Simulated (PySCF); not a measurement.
C2H9NOSi2, SMILES C=CO[SiH2]N[SiH3].

The structure is a stationary point at B3LYP-D3(BJ)/def2-SVP. This is a generated structure with no PubChem entry under its InChIKey; it may be hypothetical. The values are those of a single conformer.

Level of theory: TDA-PBE/def2-SVPD run with PySCF.

Vertical excitations. The molecule is in vacuum.

| state | energy (eV) | λ (nm) | f | main pairs |
|---|---|---|---|---|
| S1 | 4.77 | 260 | 0.025 | HOMO→LUMO 90 % |
| S2 | 5.58 | 222 | 0.000 | HOMO→LUMO+2 88 % |
| S3 | 5.69 | 218 | 0.003 | HOMO→LUMO+3 82 %, HOMO−1→LUMO 16 % |
| S4 | 5.72 | 217 | 0.010 | HOMO−1→LUMO 82 %, HOMO→LUMO+3 16 % |
| S5 | 6.02 | 206 | 0.002 | HOMO→LUMO+4 100 % |
| S6 | 6.11 | 203 | 0.003 | HOMO→LUMO+5 99 % |
| T1 | 4.20 | 295 | 0 | HOMO→LUMO+1 51 %, HOMO→LUMO 44 % |
| T2 | 4.80 | 258 | 0 | HOMO→LUMO 55 %, HOMO→LUMO+1 43 % |
Triplets are in the Tamm–Dancoff approximation.
